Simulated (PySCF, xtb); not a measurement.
BeFI, SMILES [F][Be][I].

GFN2-xTB run with xtb at its own geometry gives an orbital gap of 6.34 eV and a dipole moment of 2.98 D.

Geometry: PBE-D3(BJ)/def2-TZVP. The def2 effective core potentials stand for the cores of I; spin–orbit coupling is left out.

Task: What does CAM-B3LYP/def2-TZVPD (PySCF) give? (An estimate is asked for; the answer gives what the named calculation found.)

Result: gap 9.29 eV (levels -9.47 and -0.19 eV), dipole 0.60 D.
